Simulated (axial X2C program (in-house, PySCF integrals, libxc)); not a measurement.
Correcting the dissociation energy of YP for spin–orbit coupling

A spin-free PBE0 curve (one-electron X2C) was computed with an in-house all-electron X2C program for linear molecules (integrals from PySCF), basis Y dyall-cv3z [11s12p9d6f3g], P dyall-v3z [8s7p2d1f] (cores contracted in-house), for the state M_S = 0, Λ = 0 (closed shell). It gives D0 = 3.131 eV to Y + P, which in a spin-free picture are the weighted means of the ground terms.

Measured levels of the ground terms (NIST Handbook of Basic Atomic Spectroscopic Data), in cm⁻¹: Y 2D: J = 3/2 at 0, J = 5/2 at 530.4; P 4S: J = 3/2 at 0.

The molecular state has Λ = 0, so it has no first-order lowering.

(1) How far does each ground level lie under the (2J+1)-weighted mean of its term?

(2) Correct D0.

Second-order spin–orbit effects in the molecule, which grow quickly with Z, are left out. The state is one determinant whose occupation by symmetry is held fixed; it was picked as the lowest of a PBE0 search that is not exhaustive. Dissociation energies refer to the lowest single-determinant-based atoms at the same level and basis. PBE0 can misorder states that lie within some tenths of an eV, so this need not be the ground state of the molecule. The nearest other spin-free determinant of the search, M_S = 1, Λ = 1, lies 0.44 eV up at the distance of the search.

## Answers

(1) Y: (4 × 0 + 6 × 530.4)/10 = 318 cm⁻¹; P: a single level, 0.

(2) D0 = 3.131 + (0 − 318)/8065.5 = 3.092 eV at PBE0 with these spin–orbit terms.
